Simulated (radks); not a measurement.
Results of a calculation; reference values are marked as such.
Nd, 60 electrons, occupied as [Xe] 4f2 6s2 6p2 (not the ground configuration).

Level of theory: Dirac Kohn-Sham, PBE, spin-unpolarised, spherical densities, finite nucleus; open shells are shared between the two j in proportion to 2j + 1; Fermi nuclear charge, rms radius 4.9123 fm (a radial shooting solver on a logarithmic mesh with Libxc functionals).

Energy parts (eV):
total: -262011.75
kinetic: 282548.88
electron-nucleus: -639031.42
Hartree: 100514.45
exchange-correlation: -6043.66

Orbitals (lengths in bohr, moments of r in powers of bohr; <r^-3> diverges for s and p1/2):
1s1/2: occ. 2; eigenvalue (eV) -43377.31; <r^2> 0.0007600; <r^4> 1.527e-06; small-component weight 4.95e-02
2s1/2: occ. 2; eigenvalue (eV) -7031.255; <r^2> 0.01198; <r^4> 0.0002481; small-component weight 1.08e-02
2p1/2: occ. 2; eigenvalue (eV) -6653.112; <r^2> 0.008753; <r^4> 0.0001552; small-component weight 1.09e-02
2p3/2: occ. 4; eigenvalue (eV) -6133.177; <r^-3> 7949; <r^2> 0.01000; <r^4> 0.0001968; small-component weight 1.02e-02
3s1/2: occ. 2; eigenvalue (eV) -1544.290; <r^2> 0.08097; <r^4> 0.009932; small-component weight 3.35e-03
3p1/2: occ. 2; eigenvalue (eV) -1382.789; <r^2> 0.07600; <r^4> 0.009169; small-component weight 3.29e-03
3p3/2: occ. 4; eigenvalue (eV) -1279.034; <r^-3> 1632; <r^2> 0.08335; <r^4> 0.01096; small-component weight 3.10e-03
3d3/2: occ. 4; eigenvalue (eV) -997.6791; <r^-3> 269.9; <r^2> 0.06764; <r^4> 0.008225; small-component weight 2.98e-03
3d5/2: occ. 6; eigenvalue (eV) -975.2683; <r^-3> 243.7; <r^2> 0.06971; <r^4> 0.008694; small-component weight 2.92e-03
4s1/2: occ. 2; eigenvalue (eV) -324.5164; <r^2> 0.4129; <r^4> 0.2474; small-component weight 1.05e-03
4p1/2: occ. 2; eigenvalue (eV) -263.3853; <r^2> 0.4378; <r^4> 0.2858; small-component weight 9.85e-04
4p3/2: occ. 4; eigenvalue (eV) -240.5820; <r^-3> 360.1; <r^2> 0.4771; <r^4> 0.3393; small-component weight 9.21e-04
4d3/2: occ. 4; eigenvalue (eV) -139.8907; <r^-3> 50.21; <r^2> 0.5556; <r^4> 0.4983; small-component weight 7.73e-04
4d5/2: occ. 6; eigenvalue (eV) -135.8077; <r^-3> 44.88; <r^2> 0.5709; <r^4> 0.5261; small-component weight 7.56e-04
4f5/2: occ. 0.857143; eigenvalue (eV) -20.2111; <r^-3> 6.146; <r^2> 1.036; <r^4> 2.514; small-component weight 4.47e-04
4f7/2: occ. 1.14286; eigenvalue (eV) -19.7017; <r^-3> 5.981; <r^2> 1.054; <r^4> 2.609; small-component weight 4.41e-04
5s1/2: occ. 2; eigenvalue (eV) -53.5382; <r^2> 2.221; <r^4> 7.151; small-component weight 2.48e-04
5p1/2: occ. 2; eigenvalue (eV) -35.9615; <r^2> 2.723; <r^4> 11.12; small-component weight 2.05e-04
5p3/2: occ. 4; eigenvalue (eV) -32.3119; <r^-3> 57.35; <r^2> 2.989; <r^4> 13.43; small-component weight 1.88e-04
6s1/2: occ. 2; eigenvalue (eV) -6.6473; <r^2> 14.76; <r^4> 324.3; small-component weight 4.04e-05
6p1/2: occ. 0.666667; eigenvalue (eV) -3.3030; <r^2> 22.40; <r^4> 781.8; small-component weight 2.64e-05
6p3/2: occ. 1.33333; eigenvalue (eV) -2.9287; <r^-3> 5.870; <r^2> 24.69; <r^4> 953.2; small-component weight 2.41e-05

The highest occupied level is 6p3/2 at -2.929 eV. Summed over all electrons, <r^2> = 112.0 bohr^2, which gives a Langevin (diamagnetic) susceptibility term of -88.7 x 10^-6 cm^3/mol. The electron density at the nucleus is 4.537e+05 e/bohr^3.
